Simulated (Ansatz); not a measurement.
C2H8Si2, SMILES `[SiH3][C@@H]1C[SiH2]1` (charge 0, multiplicity 1).

Level of theory: Ansatz (a program for electronic structure) with frozen-core CCSD(T)/6-31g // B3LYP-D3(BJ)/def2-TZVP.

Ansatz 0.2 input:
```yaml
crystal:
  periodic: [false, false, false]
  atoms:
    - { symbol: Si, position_ang: [1.729846, 0.029855, 0.188367] }
    - { symbol: C, position_ang: [-0.065325, -0.198809, 0.583508] }
    - { symbol: C, position_ang: [-0.994973, -0.876273, -0.475028] }
    - { symbol: Si, position_ang: [-1.377911, 0.8972, -0.138815] }
    - { symbol: H, position_ang: [1.855001, 0.557508, -1.193818] }
    - { symbol: H, position_ang: [2.357722, 0.991546, 1.126709] }
    - { symbol: H, position_ang: [2.482878, -1.249463, 0.254699] }
    - { symbol: H, position_ang: [-0.257071, -0.517676, 1.604878] }
    - { symbol: H, position_ang: [-1.654727, -1.650558, -0.101177] }
    - { symbol: H, position_ang: [-0.530215, -1.148202, -1.416595] }
    - { symbol: H, position_ang: [-2.550417, 1.236743, 0.684754] }
    - { symbol: H, position_ang: [-0.994808, 1.928133, -1.117481] }
basis:
  gaussian: { orbitals: "6-31g" }
correlation:
  method: ccsd_t
```

Output:

```
Functional definition: HF
790 factors; integrals over basis functions are off by at most 1.9e-4 eV
mean field evaluation 1: about -17904.4647 eV, gradient 2.3e1 eV
mean field evaluation 2: about -17904.4682 eV, gradient 2.3e1 eV
mean field evaluation 4: about -17906.2557 eV, gradient 2.7e0 eV
mean field evaluation 8: about -17906.2806 eV, gradient 1.1e-2 eV
mean field evaluation 16: about -17906.2765 eV, gradient 2.1e-1 eV
mean field -17906.28055535 eV, -658.0436730961 hartree, gradient 2.4e-6 eV, S^2 0.000000; 0 other end points of the search recorded, 0 dependent functions left out
12 core orbitals not correlated
reference -17906.28055535 eV, -658.0436730961 hartree; 12, 12 occupied and 36, 36 virtual orbitals, 790 factors
second order -8.03533514 eV of doubles, -0.00000000 eV of singles
cycle   1  -8.90602493 eV  change   -8.7e-1 eV  update   8.6e-2
cycle   2  -9.36676587 eV  change   -4.6e-1 eV  update   3.2e-2
cycle   3  -9.42178037 eV  change   -5.5e-2 eV  update   8.6e-3
cycle   4  -9.42200338 eV  change   -2.2e-4 eV  update   2.4e-3
cycle   5  -9.42241825 eV  change   -4.1e-4 eV  update   6.6e-4
cycle   6  -9.42237535 eV  change    4.3e-5 eV  update   1.8e-4
cycle   7  -9.42237677 eV  change   -1.4e-6 eV  update   5.0e-5
cycle   8  -9.42238776 eV  change   -1.1e-5 eV  update   1.6e-5
perturbative correction -0.23956035 eV, -0.0088036805 hartree
Total energy: -17915.94250346 eV, -658.3987431401 hartree
```
